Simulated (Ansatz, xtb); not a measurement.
Bond stretch in GeMg, lowest singlet found (which spin is the ground state isn't settled by this scan).

- RKS-CAM-B3LYP = Ansatz (a program for electronic structure) with restricted CAM-B3LYP/aug-cc-pVDZ
- GFN1-xTB (xtb)
- RKS-PBE = restricted PBE/aug-cc-pVDZ in Ansatz
- FCI = full CI/aug-cc-pVDZ, cores with 3d frozen (Ansatz)

Energies relative to the lowest point of each curve between 2.15 and 3.11 Å, where full CI is lowest, in kJ/mol:

| R / Å | RKS-CAM-B3LYP | GFN1-xTB | RKS-PBE |
|---|---|---|---|
| 1.86 | 305.9 | 518.5 | 317.3 |
| 2.15 | 73.7 | 51.9 | 78.4 |
| 2.27 | 33.0 | 10.2 | 35.7 |
| 2.35 | 16.6 | 0.1 | 18.2 |
| 2.49 | 2.3 | 0.0 | 2.6 |
| 2.71 | 2.3 | 19.2 | 2.5 |
| 2.98 | 18.3 | 50.9 | 21.7 |
| 3.28 | 39.3 | 83.0 | 49.1 |
| 3.53 | 53.9 | 99.5 | 69.4 |
| 4.59 | 82.7 | 131.7 | 118.5 |
| 7.56 | 88.2 | 146.4 | 134.6 |
| 8.80 | 88.2 | 146.6 | 134.8 |

Task: Estimate the FCI values at these points.

Result: 1.86: 350.4; 2.15: 92.6; 2.27: 44.5; 2.35: 24.3; 2.49: 5.1; 2.71: 1.2; 2.98: 17.1; 3.28: 40.9; 3.53: 57.8; 4.59: 88.5; 7.56: 94.9; 8.80: 95.0 (kJ/mol).

The restricted form behind RKS-CAM-B3LYP, RKS-PBE keeps the bonding electrons paired and can't separate into open-shell fragments. Also computed but left out beside FCI, since their determinant holds another spin at the minimum (<S²> over 0.7 above the pure value): UHF, UMP2, UCCSD, UCCSD(T), UCCSDT, UCCSDT(Q), UKS-CAM-B3LYP, UKS-B3LYP, UKS-PBE, UKS-B3LYP/6-31G*, UHF/LANL2DZ, UKS-B3LYP/3-21G, UKS-LDA (SVWN5)/6-31G*.
